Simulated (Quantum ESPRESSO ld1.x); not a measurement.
Results of a calculation; reference values are marked as such.
One sound ld1.x (Quantum ESPRESSO 7.5) input for the antimony ion Sb3+ gives E = -6474.1461 hartree in 21 iterations:

```
 &input
    zed=51.0,
    iswitch=1,
    rel=1,
    lsd=1,
    dft='PZ',
    config='[Kr] 4d10 5s2',
    prefix='ld1',
    max_out_wfc=37,
    file_charge='ld1.rho',
 /
```

Changed or added lines, one case at a time, and what came of them:

- config='[Kr] 4d10 5s2 1s1': refused. The program stops in occ_spin with "wrong occupations": the bracketed core already holds 1s.
- config='[Kr] 4d10 5s': refused. The program stops in el_config with "no occupancy field?": each term needs its occupation.
- config='[Kr] 4d10 5s2 6d-1': harmless. A negative occupation marks a state as unused; the result equals that of the sound run.
- rel=4: refused. The program stops in ld1_readin with "wrong rel": rel takes 0, 1 or 2.
- noscf=.true.: refused. The program stops in ld1_readin with "hydrogenic levels available only with lsd=0": noscf gives hydrogenic levels and needs lsd = 0.
- dx=0.003: refused. The program stops in do_mesh with "ndmx is too small": the mesh holds 3500 points at most, so dx, xmin and rmax must fit that.
- dft='SCANN': refused. The program stops in set_dft_from_name with "libxc needed for this functional": the name is not a functional that the program knows.
